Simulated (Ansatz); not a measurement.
The cluster Ga3As4. Total charge 0; doublet. Geometry PBE0-D4/def2-SVP, that of the charge -1 singlet; atoms count from 1.

```xyz
7

Ga    2.5280    1.3016    0.6883
Ga   -0.1162   -2.3355   -0.8718
Ga   -2.0273    0.4379   -0.8826
As    0.9827    0.2200   -1.2216
As   -1.6685   -1.5415    0.9407
As    0.2816   -0.1406    1.2326
As    0.0197    2.0581    0.1144
```

The structure comes from a short search, and lower isomers may exist.

Q: Estimate the Mulliken populations from the PBE0/def2-SVP orbitals of Ansatz.

A: 
```tsv
atom	charge (e)	spin (α − β)
Ga1	0.23	0.04
Ga2	0.19	0.02
Ga3	0.27	0.26
As4	-0.22	-0.01
As5	-0.19	0.48
As6	-0.11	-0.03
As7	-0.17	0.24
```
Mulliken values depend strongly on the basis.

Q: Where does the spin sit?

A: Summed by element: Ga 0.32, As 0.68, of 1 unpaired in all. Largest on single atoms: As5 0.48, Ga3 0.26, As7 0.24.

Q: And the Mayer bond orders between heavy atoms (over 0.3)?

A: Ga1–As4 0.47 (2.68 Å); Ga1–As7 0.42 (2.68 Å); Ga2–As4 0.39 (2.80 Å); Ga2–As5 0.72 (2.51 Å); Ga3–As4 0.32 (3.04 Å); Ga3–As5 0.61 (2.71 Å); Ga3–As7 0.49 (2.79 Å); As4–As6 0.80 (2.58 Å); As4–As7 0.84 (2.47 Å); As5–As6 0.94 (2.42 Å); As6–As7 0.88 (2.48 Å).
